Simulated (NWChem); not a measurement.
Program: NWChem. System: chlorotrifluoromethane (CClF3), charge 0, spin multiplicity 1, at a geometry optimised with PBE0/def2-SVP.

Job file:

```
start mol
memory heap 100 mb stack 700 mb global 1900 mb
geometry units angstroms nocenter noautoz
  F      0.847807     0.561756     1.072132
  C      0.352467    -0.024411     0.000000
  F      0.847807     0.561756    -1.072132
  F      0.719492    -1.290792     0.000000
  Cl    -1.402985     0.097175     0.000000
  symmetry group Cs
end
basis spherical
  * library 6-311g**
end
scf
  rhf
  nopen 0
  maxiter 100
  thresh 1e-7
  semidirect memsize 60000000 filesize 0
end
tce
  freeze core 9
  cr-ccsd(t)
  2eorb
  2emet 13
  thresh 1e-6
  maxiter 100
  tilesize 24
end
task tce energy
```

The output up to the point where the run's verdict is printed (cleaned and shortened):

```
             Northwest Computational Chemistry Package (NWChem) 7.3.0
             --------------------------------------------------------

                                NWChem Input Module
                                -------------------

 Scaling coordinates for geometry "geometry" by  1.889725989
 (inverse scale =  0.529177249)

 Turning off AUTOSYM since
 SYMMETRY directive was detected!

                             Geometry "geometry" -> ""
                             -------------------------

 Output coordinates in angstroms (scale by  1.889725989 to convert to a.u.)

  No.       Tag          Charge          X              Y              Z
 ---- ---------------- ---------- -------------- -------------- --------------
    1 F                    9.0000     0.84780700     0.56175600     1.07213200
    2 C                    6.0000     0.35246700    -0.02441100     0.00000000
    3 F                    9.0000     0.84780700     0.56175600    -1.07213200
    4 F                    9.0000     0.71949200    -1.29079200     0.00000000
    5 Cl                  17.0000    -1.40298500     0.09717500     0.00000000

 Effective nuclear repulsion energy (a.u.)     251.4394851200

            Nuclear Dipole moment (a.u.)
            ----------------------------
        X                 Y               Z
 ---------------- ---------------- ----------------
     0.0000207870    -0.0000207870     0.0000000000

      Symmetry information
      --------------------

 Group name             Cs
 Group number              2
 Group order               2
 No. of unique centers     4

      Symmetry unique atoms

     1    2    4    5


 Summary of "ao basis" -> "" (spherical)
 ------------------------------------------------------------------------------
       Tag                 Description            Shells   Functions and Types
 ---------------- ------------------------------  ------  ---------------------
 *                          6-311g**                  on all atoms

 Summary of "ao basis" -> "ao basis" (spherical)
 ------------------------------------------------------------------------------
[...]
           Alpha electrons :    25
            Beta electrons :    25
           No. of orbitals :   196
            Alpha orbitals :    98
             Beta orbitals :    98
        Alpha frozen cores :     9
         Beta frozen cores :     9
     Alpha frozen virtuals :     0
      Beta frozen virtuals :     0
         Spin multiplicity : singlet
    Number of AO functions :    98
       Number of AO shells :    44
        Use of symmetry is : on
      Symmetry adaption is : on
         Schwarz screening : 0.10D-09

          Correlation Information
          -----------------------
          Calculation type : Coupled-cluster singles & doubles w/ perturbation
   Perturbative correction : Completely renormalized (T)
            Max iterations :      100
        Residual threshold : 0.10D-05
     T(0) DIIS level shift : 0.00D+00
     L(0) DIIS level shift : 0.00D+00
     T(1) DIIS level shift : 0.00D+00
     L(1) DIIS level shift : 0.00D+00
     T(R) DIIS level shift : 0.00D+00
     T(I) DIIS level shift : 0.00D+00
   CC-T/L Amplitude update :  5-th order DIIS
                I/O scheme : Global Array Library
        L-threshold :  0.10D-05
        EOM-threshold :  0.10D-05
 no EOMCCSD initial starts read in
 TCE RESTART OPTIONS
 SLICE:      F
 D4D5:       F
 quantumc:   F
 qrotation:  F
 pwtce:      F
 qducc:      F
 nacto:                         0
 nrotv:                         0
 nrot:                          0

            Memory Information
            ------------------
          Available GA space size is     249027196 doubles
          Available MA space size is     104853124 doubles

 Maximum block size supplied by input
 Maximum block size        24 doubles

 tile_dim =     23

 -------------------------------------------------
   1    alpha     a'    10 doubles       0       1
   2    alpha     a"     6 doubles      10       2
   3    beta      a'    10 doubles      16       1
   4    beta      a"     6 doubles      26       2
   5    alpha     a'    23 doubles      32       5
   6    alpha     a'    23 doubles      55       6
   7    alpha     a"    13 doubles      78       7
   8    alpha     a"    14 doubles      91       8
   9    beta      a'    23 doubles     105       5
  10    beta      a'    23 doubles     128       6
  11    beta      a"    13 doubles     151       7
  12    beta      a"    14 doubles     164       8

 Global array virtual files algorithm will be used

 Parallel file system coherency ......... OK

 4-electron integrals stored in orbital form

 v2    file size   =          6656493
 4-index algorithm nr.  13 is used
 imaxsize =       30
 imaxsize ichop =        0


CCSD iterations
 ---------------------------------------------------------
 Iter          Residuum       Correlation     Cpu    Wall
 ---------------------------------------------------------
    1   0.2237806453526  -0.8823411853497     1.0     1.0
    2   0.0525562456534  -0.8814208542455     1.0     1.0
    3   0.0162546460496  -0.8934561678305     1.0     1.0
    4   0.0064238850483  -0.8942645262314     1.1     1.1
    5   0.0023075672959  -0.8952323651038     1.1     1.1
    6   0.0005951175432  -0.8954813376636     1.1     1.1
    7   0.0002449623586  -0.8955092637727     1.1     1.1
    8   0.0000914035493  -0.8955117312317     1.1     1.1
    9   0.0000539127948  -0.8955121623498     1.1     1.1
   10   0.0000230968658  -0.8955142305970     1.1     1.1
   11   0.0000066174268  -0.8955155192283     1.2     1.2
   12   0.0000027851298  -0.8955153758677     1.0     1.0
   13   0.0000012894146  -0.8955155140987     1.1     1.1
   14   0.0000007234869  -0.8955154849299     1.3     1.3
 -----------------------------------------------------------------
 Iterations converged
 CCSD correlation energy / hartree =        -0.895515484929935
 CCSD total energy / hartree       =      -796.673183822073270

 Singles contributions

 Doubles contributions
 CR-CCSD(T)
```

The run crashed. NWChem stopped with the message: ccsd_t 3.
